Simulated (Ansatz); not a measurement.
```xyz
7

N     0.3219   -0.9046    0.6420
Ge   -0.1103    0.5568   -0.3482
O     0.9044    0.6192   -1.8255
H    -0.0597   -1.7963    0.3683
H     0.3002   -0.7970    1.6438
H     0.1503    1.7923    0.5241
H    -1.5068    0.5297   -1.0045
```

Charge 0, multiplicity 2.

(1) List the PBE0/def2-TZVPP orbital energies in eV (the Gaussian-basis code of Ansatz). (Best estimate.)

Answers

(1) The calculation gave: α occupied: -10860.53, -1358.73, -1208.56, -1208.55, -1208.53, -523.73, -391.15, -171.54, -121.37, -121.33, -121.31, -34.34, -34.21, -34.19, -34.13, -34.10, -26.87, -23.75, -15.44, -13.89, -11.97, -11.26, -10.57, -9.78, -9.01, -7.74. α empty: 0.56, 0.87, 1.26, 2.37, 2.69, 2.99, 5.33, 5.61. β occupied: -10860.54, -1358.73, -1208.56, -1208.55, -1208.53, -523.03, -391.15, -171.54, -121.36, -121.33, -121.31, -34.31, -34.21, -34.17, -34.13, -34.10, -24.86, -23.68, -15.27, -13.88, -11.40, -10.23, -10.00, -8.40, -7.70. β empty: -3.83, 0.58, 0.95, 1.41, 2.51, 2.71, 3.08, 5.45. ⟨S²⟩ = 0.754.
